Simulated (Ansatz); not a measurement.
Program: Ansatz. Geometries: PBE0-D4/def2-TZVP. ΔE: electronic, gas phase. CCSD(T)/CBS adds triple-zeta CCSD(T) − MP2 to the extrapolated MP2 energy (def2 sets, frozen cores). This one scheme is used for every species. DFT in def2-TZVPP. B3LYP here is the variant with VWN-RPA as its local correlation; programs differ in this. Each species was taken in one conformer, which may not be the lowest.

`CO[SiH2]S[SiH2]Cl` + `C[SiH2]N` → `C[SiH2]N[SiH2]Cl` + `CO[SiH2]S`  (ligand exchange at the Si–S bond)

```tsv
level	ΔE (kcal/mol)
B3LYP-D4	-1.2
SCS-MP2/def2-TZVPP	-2.4
HF/CBS(def2)	-5.5
CCSD/CBS(def2)	-2.1
```

(1) What does CCSD(T)/CBS give? (Best estimate.)

Largest T1 diagnostic among the species: 0.011.

Answers

(1) The calculation gave: -1.3 kcal/mol. The listed levels differ from it by 0.1, -1.1, -4.2, -0.8 kcal/mol.

In def2-TZVPP, CCSD(T) changes the Hartree–Fock value by +2.9 kcal/mol (the triples alone add +0.7 kcal/mol) and MP2 by +4.0 kcal/mol. The D4 term adds +2.0 kcal/mol with B3LYP and +1.1 kcal/mol with PBE0; it sums over pairs of atoms, weighted by their polarisabilities, and B3LYP, whose exchange is more repulsive, gets the larger term.
